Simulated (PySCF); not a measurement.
`C=C1C=C/C1=C(F)/C=C/F`: 4 charge schemes on one density

Compound: C8H6F2.
SMILES with atom numbers: `[CH2:1]=[C:2]1[CH:3]=[CH:4]/[C:5]1=[C:6]([F:7])/[CH:8]=[CH:9]/[F:10]` (hydrogens: H11, H12 on C1; H13 on C3; H14 on C4; H15 on C8; H16 on C9)

Cartesian coordinates in Å at the GFN2-xTB level; atoms count from 1:
```
atom  x, y, z in Å
C1     0.9585    1.5108    1.4869
C2    -0.1788    1.3195    0.8430
C3    -1.4704    2.0273    0.7615
C4    -1.9821    1.1214   -0.1044
C5    -0.7527    0.3240   -0.1128
C6    -0.3509   -0.7980   -0.7193
F7    -1.2272   -1.4244   -1.5515
C8     0.9307   -1.4380   -0.5924
C9     1.2451   -2.5599   -1.2345
F10    2.4484   -3.1277   -1.0915
H11    1.8001    0.8470    1.3977
H12    1.0826    2.3594    2.1383
H13   -1.8386    2.9218    1.2252
H14   -2.9195    0.9983   -0.6111
H15    1.6452   -0.9628    0.0590
H16    0.6019   -3.1097   -1.9054
```

Density: PBE0/pcSseg-1 (PySCF); schemes: Mulliken, IAO, Hirshfeld and ESP-fitted. The structure is a single GFN2-xTB conformer in the gas phase; no vibrational or solvent corrections.

Q: Do the Mulliken, IAO, Hirshfeld and ESP-fitted schemes agree on where the charge is lowest?

A: The schemes don't all agree: Mulliken C8 (-0.310); IAO C1 (-0.343); Hirshfeld C1 (-0.112); ESP-fitted C1 (-0.599).

Q: For which atoms does the sign change between the 4 schemes (beyond +0.03 e in one, beyond −0.03 e in another)?

A: C2. Atomic charges aren't observables, and each scheme defines them in its own way.

Q: At which atom do the 4 schemes differ most?

A: At C1: from -0.599 (ESP-fitted) to -0.026 e (Mulliken), 0.573 e apart.

Q: What partial charge does each atom carry?

A: In e:

```tsv
atom	environment	Mulliken	IAO	Hirshfeld	ESP-fitted
C1	terminal =CH2 carbon	-0.026	-0.343	-0.112	-0.599
C2	fully substituted alkene carbon	-0.252	+0.026	-0.003	+0.240
C3	alkene CH carbon	-0.043	-0.146	-0.035	-0.243
C4	alkene CH carbon	-0.021	-0.126	-0.032	-0.153
C5	fully substituted alkene carbon	-0.126	-0.055	-0.036	-0.114
C6	vinylic C–F carbon	+0.421	+0.272	+0.075	+0.282
F7	vinyl fluorine	-0.292	-0.283	-0.082	-0.171
C8	alkene CH carbon	-0.310	-0.228	-0.087	-0.472
C9	vinylic C–F carbon	+0.291	+0.156	+0.050	+0.170
F10	vinyl fluorine	-0.270	-0.259	-0.081	-0.166
H11	vinylic hydrogen	+0.124	+0.151	+0.048	+0.210
H12	vinylic hydrogen	+0.119	+0.160	+0.051	+0.233
H13	vinylic hydrogen	+0.066	+0.163	+0.062	+0.193
H14	vinylic hydrogen	+0.066	+0.168	+0.064	+0.185
H15	vinylic hydrogen	+0.141	+0.175	+0.059	+0.264
H16	vinylic hydrogen	+0.114	+0.169	+0.060	+0.142
```

Mean size of the charges over all atoms: ESP-fitted 0.240 e, IAO 0.180 e, Mulliken 0.168 e, Hirshfeld 0.059 e. Each set sums to the total charge, 0, to within 0.001 e. The Hirshfeld scheme divides the density at each point in proportion to the densities of the neutral, spherically averaged free atoms.

Q: How closely do the schemes follow one another over all atoms?

A: Correlation coefficient and root-mean-square difference: IAO with Hirshfeld 0.99, 0.134 e; Hirshfeld with ESP-fitted 0.92, 0.212 e; IAO with ESP-fitted 0.92, 0.118 e; Mulliken with Hirshfeld 0.79, 0.159 e; Mulliken with IAO 0.78, 0.132 e; Mulliken with ESP-fitted 0.60, 0.221 e.

Q: How many electrons does the Hirshfeld scheme count on C3?

A: Z − q = 6 − (-0.035) = 6.035.
